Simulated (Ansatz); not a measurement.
Ansatz results at the PBE0-D4/def2-TZVP geometry: LUMO energy (PBE0/def2-TZVPP) -1.28 eV; HOMO–LUMO gap (PBE/def2-TZVPP) 5.56 eV; HOMO energy (B3LYP/def2-TZVPP) -8.78 eV.

Each molecule was computed in one conformer, which needn't be the lowest.

Question: Which molecule gave them?
A. `O=C=[N][AlH2]`
B. `[CH3][Al]([F])[I]`
C. `O=C=[N][Al]([Cl])[Cl]`
D. `CC(C)[O][AlH][Cl]`

Answer: C. The others give `CC(C)[O][AlH][Cl]`: -0.72, 5.41, -8.12; `[CH3][Al]([F])[I]`: -0.92, 5.04, -7.59; `O=C=[N][AlH2]`: -1.73, 4.53, -8.14.

B3LYP here is the variant with VWN-RPA as its local correlation; programs differ in this.
